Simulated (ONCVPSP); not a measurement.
**tungsten: excitation energies, all-electron against ONCV**

ONCVPSP 4.0.1 input, shortened (lines: element, Z, core and valence counts, functional; n l f; lmax; l rc ep ncon nbas qcut; lloc lpopt rc5 dvloc0; l nproj debl; icmod fcfact rcfact), PBE, non-relativistic:

```
  W 74.00   10    5        4      upf
    1    0    2.00
    2    0    2.00
    2    1    6.00
    3    0    2.00
    3    1    6.00
    3    2   10.00
    4    0    2.00
    4    1    6.00
    4    2   10.00
    4    3   14.00
    5    0    2.00
    5    1    6.00
    5    2    4.00
    6    0    1.50
    6    1    0.50
    3
    0    2.10    0.00    3    6    5.90
    1    1.95    0.00    3    6    7.60
    2    2.15    0.00    5    9    8.30
    3    1.90    0.12    3    6    5.80
    4    5    1.80    0.00
    0    2    0.50
    1    2    1.40
    2    1    3.00
    3    2    0.60
    3    2.00    1.70
```

Energies are relative to the spin-unpolarised reference configuration 5s2 5p6 5d4 6s1.5 6p0.5; without spin polarisation the order of configurations can differ from experiment. Not all tests gave a result: 1 of 4 tests not solved or not reliable.

```
valence configuration  charge  ΔE all-electron (eV)  error AE − PS (meV)
  5s2 5p6 5d4 6s2 6p0       0                -1.653                 -0.3
  5s2 5p6 5d4 6s1 6p0      +1                 6.005                 -0.6
  5s2 5p6 5d4 6s0 6p0      +2                19.897                 -7.9
```

Levels in the configuration 5s2 5p6 5d4 6s2 6p0:

```tsv
level	all-electron (eV)	pseudo (eV)
5s	-65.034	-65.024
5p	-40.760	-40.758
5d	-5.805	-5.807
6s	-4.753	-4.752
```

Note: ghosts flagged at negative energy: f at -95.1 eV; no localised positive-energy state flagged. A true bound ghost makes a file unfit for plane-wave use.
